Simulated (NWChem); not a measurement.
Species: GeAsH5; SMILES [AsH2][GeH3]

```xyz
7

Ge    -0.0123    -1.2372    -0.0007
As    -0.0392     1.1917    -0.0030
H     -0.6649    -1.7282    -1.3060
H     -0.8543    -1.7280     1.1913
H      1.4073    -1.8234     0.1070
H      1.0973     1.2672    -1.0183
H      0.9308     1.2674     1.1725
```
Atoms are numbered in this order, from 1.

All runs: NWChem. Geometry: optimised at PBE0/def2-SVP. GIAO values for the isolated, static molecule; σ is the absolute isotropic shielding, δ = σ(reference) − σ with the isolated reference molecule computed at the same levels (1H: tetramethylsilane).

Task: Estimate the computed values for PBE/pcSseg-1. Quantities: σ Ge1 (ppm); σ As2 (ppm); δ H3 (rotor mean) (ppm); δ H6 (ppm).

Result: 
```yaml
"σ Ge1 (ppm)": 1536.2
"σ As2 (ppm)": 1892.1
"δ H3 (rotor mean) (ppm)": 4.12
"δ H6 (ppm)": 2.02
```
